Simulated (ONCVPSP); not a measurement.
What one change does to a pseudopotential (Ti, ONCV)

titanium, optimised norm-conserving Vanderbilt (ONCV), made with ONCVPSP 4.0.1 (LDA (Perdew-Wang 92), scalar-relativistic). Core [Ne], reference 3s2 3p6 3d1 (charge +3). Waves: 3s: rc 1.45 bohr, ncon 4, nbas 8, qcut 8.5 1/bohr, 1 projector; 3p: rc 1.45 bohr, ncon 4, nbas 8, qcut 8.5 1/bohr, 2 projectors, debl 1.1 Ha; 3d: rc 1.35 bohr, ncon 3, nbas 7, qcut 10.3 1/bohr, 2 projectors, debl 2.4 Ha. Local part: polynomial inside 1.30 bohr (lpopt 3, dvloc0 4 Ha). Core correction: polynomial model core, fcfact 0.3.

In the p channel the program set the typed energies aside and used -2.606, 0.250 Ha.

Change: s: rc 1.08; local potential polynomial inside 1.08 bohr (lpopt 3, dvloc0 4 Ha).

Cutoffs: the cutoffs (Ha) at which the residual kinetic energy of the hardest occupied pseudo-wave falls to 1 and 0.1 mHa per electron; they do not see the model core or the augmentation charge, which bear on the density cutoff. Errors are all-electron minus pseudo energies relative to the spin-unpolarised reference configuration.

How do hardness, ghosts and transferability respond?

The potential gets harder (42 Ha and 47 Ha → 42 Ha and 81 Ha); of the 4 tests that both files solve, the error grows in 0 and shrinks in 3 by more than 15 % and 0.3 meV (median size 267.4 → 33.3 meV); neither file shows a bound ghost. A smaller radius makes the pseudo-wave follow the all-electron one further in, where it bends more sharply, so more plane waves are needed. Less of the atom is replaced, so other configurations are described better.

```csv
quantity,base,changed
"cutoff, loose",42 Ha,42 Ha
"cutoff, tight",47 Ha,81 Ha
loose cutoff by channel,"s 25 Ha, p 21 Ha, d 42 Ha","s 33 Ha, p 21 Ha, d 42 Ha"
bound ghosts,none,none
GHOST(+) flags under 300 eV,none,none
"error for 3s2 3p6 3d2 4s2, meV [ΔE -48.52 eV]",+313,-39
"error for 3s2 3p6 3d2 4s1, meV [ΔE -40.99 eV]",+222,-16
"error for 3s2 3p6 3d2, meV [ΔE -27.19 eV]",+32,+28
"error for 3s2 3p6 3d1 4s2 4p1, meV [ΔE -43.69 eV]",+460,-89
p: phases at 1.47 bohr within 0.05 rad from the reference energy up to (Ha; the scan ends near 5),to the end of the scan,to the end of the scan
d: phases at 1.37 bohr within 0.05 rad from the reference energy up to (Ha; the scan ends near 5),to the end of the scan,to the end of the scan
"rms error of d²Exc/dni dnj with the model core, mHa",1.45,1.59
```
